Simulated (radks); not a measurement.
Fractional charge and spin in the 5s shell of samarium: the spin-up occupation runs from 0 to 1 and the spin-down occupation from 0 to 1; the fullest corner is Sm3+, [Kr] 4d10 4f(up 2.5, down 2.5) 5p6 5s(up 1, down 1). Method: scalar-relativistic Kohn-Sham, PBEsol, spin-polarised, spherical densities, point nucleus; computed with a radial shooting solver on a logarithmic mesh with Libxc functionals. Energy (eV) above the fullest corner. The planes named below are the two flat planes that join the four corners, with an edge along up + down = one added electron.

\begin{tabular}{lrrrrr}
down \ up & 0 & 0.25 & 0.5 & 0.75 & 1 \\ \hline
0 & 171.872 & 147.050 & 123.164 & 100.207 & 78.171 \\
0.25 & 147.050 & 123.228 & 100.332 & 78.355 & 57.290 \\
0.5 & 123.164 & 100.332 & 78.416 & 57.410 & 37.307 \\
0.75 & 100.207 & 78.355 & 57.410 & 37.366 & 18.213 \\
1 & 78.171 & 57.290 & 37.307 & 18.213 & 0.000 \\
\end{tabular}

Corners above the fullest one (they belong to Sm4+ and the next ion): (up 1, down 0) 78.171 eV, (up 0, down 1) 78.171 eV, (up 0, down 0) 171.87 eV. With half an added electron in each spin the energy lies 0.245 eV from the planes, and with half an added electron in spin up alone -1.857 eV. The planes are only a guide here: the flat-plane condition holds for ground states with one frontier orbital, while this shell lies below other occupied shells, so the corners above the fullest one are inner-hole states and not the ground states of those ions.
